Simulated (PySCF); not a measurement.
**Electron correlation in Ni (nickel, neutral)**

[Ar] 3d8 4s2, high-spin 3F determinant. All numbers are calculated (PySCF 2.14, the spin-free X2C one-electron Hamiltonian (Gaussian nucleus), in ANO-RCC-VTZP (6s5p3d2f1g, 59 functions)). Frozen: [Ar]; 10 electrons correlated.

MP2 pair energies summed by pair of shells (mhartree):

| pair | energy | share (%) |
| --- | --- | --- |
| 3d-3d | -268.67 | 81.0 |
| 3d-4s | -42.18 | 12.7 |
| 4s-4s | -20.85 | 6.3 |

Total MP2 correlation energy: -331.70 mhartree.

Same-spin part -119.89 and opposite-spin part -211.80 mhartree; SCS-MP2 scales them by 1/3 and 6/5 to -294.13 mhartree.
